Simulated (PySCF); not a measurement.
## From computed data to an observable: chemical shift, span and skew from a shielding tensor

FGaH2O2, SMILES [F][Ga]([OH])[OH]. Atoms are numbered in the order given.

```xyz
6

Ga    -0.0019    -0.0126     0.0000
F     -1.6555     0.5597     0.0000
O      0.2677    -1.7629     0.0000
H      1.2061    -1.9958     0.0000
O      1.3243     1.1707     0.0000
H      1.0150     2.0868     0.0000
```

Geometry optimised at B3LYP-D3(BJ)/def2-SVP. The values are those of a single conformer.

GIAO shieldings from PBE0/pcSseg-1 in PySCF, non-relativistic, no solvent. The symmetric part of the tensor of F2 has the principal values 277.8, 367.6, 437.7 ppm. The same nucleus in CFCl3 has σ = 167.2 ppm at this level (PySCF, at its B3LYP-D3(BJ)/def2-TZVP geometry).

### Question
Work out the isotropic shielding, the ¹⁹F shift against CFCl3, the span and the skew.

### Answer

σ(iso) = (σ11 + σ22 + σ33)/3 = 361.0 ppm. δ = σ(ref) − σ(iso) = 167.2 − (361.0) = -193.8 ppm.
Span Ω = σ33 − σ11 = 159.9 ppm. Skew κ = 3(σ(iso) − σ22)/Ω = -0.12. Tumbling in solution averages the tensor to δ; in a static solid the shielding alone would spread this spin-1/2 line over Ω.
